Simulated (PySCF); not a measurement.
A structure optimised at PBE-D3(BJ)/def2-SVP, used in a PySCF frequency run:

```xyz
11

B      0.6987    -0.6762     0.0000
F      2.0377    -0.7299     0.0000
Ge    -0.2363     1.1965     0.0000
H     -1.1549     1.3802     1.2417
H     -1.1549     1.3802    -1.2417
H      0.7992     2.3487     0.0000
O      0.0617    -1.8686     0.0000
C     -1.3456    -2.0349     0.0000
H     -1.6444    -2.6106     0.8995
H     -1.6444    -2.6106    -0.8995
H     -1.8908    -1.0664     0.0000
```
Charge 0, spin multiplicity 1.

**Question.** Write its SMILES, formula and point group.

**Answer.** CO[B](F)[GeH3], CH6BFGeO, Cs

**Question.** What are its rotational constants (standard atomic weights)?

**Answer.** 4.0354, 1.9862, 1.3651 GHz
